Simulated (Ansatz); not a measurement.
Two structures of Si2NH9S, closed shell, reached by relaxing down either side of one saddle point (PBE0-D4/def2-TZVP). Energies are electronic, without zero-point energy. Program: Ansatz 0.2.0. Basis: def2-TZVPP and def2-QZVPP. Cores are frozen in the correlated methods. Extrapolation: Hartree–Fock as exp(−7.88 √X), correlation as X^−2.97. First:

```tsv
atom	x (Å)	y (Å)	z (Å)
Si1	-0.4493	0.4780	-0.7834
Si2	0.1349	-1.4742	0.3958
H3	0.7835	1.2021	-1.1896
H4	-1.3082	1.3406	0.0687
N5	-1.3434	0.1384	-2.2262
H6	0.8124	1.3173	2.9921
S7	1.3568	2.0809	2.0327
H8	0.9340	-1.2543	1.6340
H9	-1.1010	-2.2143	0.7839
H10	0.9246	-2.3748	-0.4938
H11	-2.2908	-0.1965	-2.1451
H12	-0.8768	-0.3178	-2.9946
H13	2.4236	1.2746	1.9253
```

Second:

```
13
angstrom
Si -0.4459 1.7907 -0.7012
Si 0.1836 -2.0247 1.3817
H -0.0352 2.9202 -1.5691
H -1.6972 2.0722 0.0400
N -0.6690 0.4556 -1.7431
H 0.7267 -1.4452 2.6322
S 0.9690 1.5789 0.9057
H -0.1259 -3.4639 1.5966
H -1.0725 -1.3279 0.9990
H 1.1700 -1.9064 0.2793
H -0.9685 -0.4348 -1.3791
H -0.0754 0.3412 -2.5483
H 2.0403 1.4439 0.1061
```

**Question.** Which bonds change from the first to the second?

**Answer.** Si₂NH₇ ([NH2][SiH2][SiH3]) + H₂S → SiNH₅S ([NH2][SiH2][SH]) + SiH₄; bonds formed: Si1–S7, Si2–H6; bonds broken: Si1–Si2, H6–S7.

**Question.** Give the saddle point's structure and its height above each. (An estimate is asked for; the value comes from the calculation.)

**Answer.** The calculation gives: 179.2 kJ/mol above the first and 256.1 kJ/mol above the second (CCSD(T) at an estimated basis limit (MP2 extrapolated from triple and quadruple zeta, plus CCSD(T) − MP2 in triple zeta)).
Si1  (-0.218, 0.944, -0.375)
Si2  (0.130, -1.435, 0.646)
H3  (0.978, 1.432, -1.089)
H4  (-1.396, 1.602, 0.222)
N5  (-0.969, 0.059, -1.656)
H6  (0.425, 0.247, 1.068)
S7  (0.875, 1.902, 1.721)
H8  (0.765, -1.833, 1.933)
H9  (-1.281, -1.888, 0.632)
H10  (0.910, -2.006, -0.480)
H11  (-1.914, -0.289, -1.607)
H12  (-0.452, -0.349, -2.419)
H13  (2.148, 1.613, 1.404)
(Å)

No T1 diagnostic of these runs exceeds 0.014.

Labels in which every atom is bracketed show which atoms are joined, not bond orders.

For scale, one of the runs: CCSD(T)/def2-TZVPP, 283 basis functions, launched by `ansatz run in.yaml --threads 8 --pin off --events-out ev --progress --plain --max-ram 19148MiB`. The run took 66 s on 8 CPU threads of an Intel Xeon Platinum 8259CL (shared host), with 7.6 GiB of host memory at its peak.
